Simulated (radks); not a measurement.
Effect of the nuclear size on the strontium ion Sr2+, [Kr]. Calculated with a radial shooting solver on a logarithmic mesh with Libxc functionals: Dirac Kohn-Sham, relativistic LDA (MacDonald-Vosko exchange, VWN5 correlation), spin-unpolarised, spherical densities, finite nucleus; Fermi nuclear charge, rms radius 4.224 fm. The rms radius is varied about that value; shifts are against it.

| rms radius (fm) | total energy shift (eV) | density at nucleus (e/bohr^3) | 1s1/2 shift (meV) | 2s1/2 shift (meV) | 3p1/2 shift (meV) | 4s1/2 shift (meV) |
|---|---|---|---|---|---|---|
| 3.7256 | -0.183 | 6.102e+04 | -77.0 | -7.96 | 0.119 | -0.179 |
| 3.9114 | -0.117 | 6.076e+04 | -49.3 | -5.10 | 0.077 | -0.115 |
| 4.224 | 0 | 6.035e+04 | 0.000 | 0.000 | 0.000 | 0.000 |
| 4.5999 | 0.151 | 5.989e+04 | 63.9 | 6.60 | -0.099 | 0.149 |
| 4.7055 | 0.196 | 5.977e+04 | 82.7 | 8.55 | -0.128 | 0.192 |

Slopes of the eigenvalues against <r^2> in GHz/fm^2, as finite differences over the two radii next to the reference (eigenvalue slopes, not the field-shift constants of lines): 1s1/2 4670, 2s1/2 483, 3p1/2 -7.25, 4s1/2 10.9.
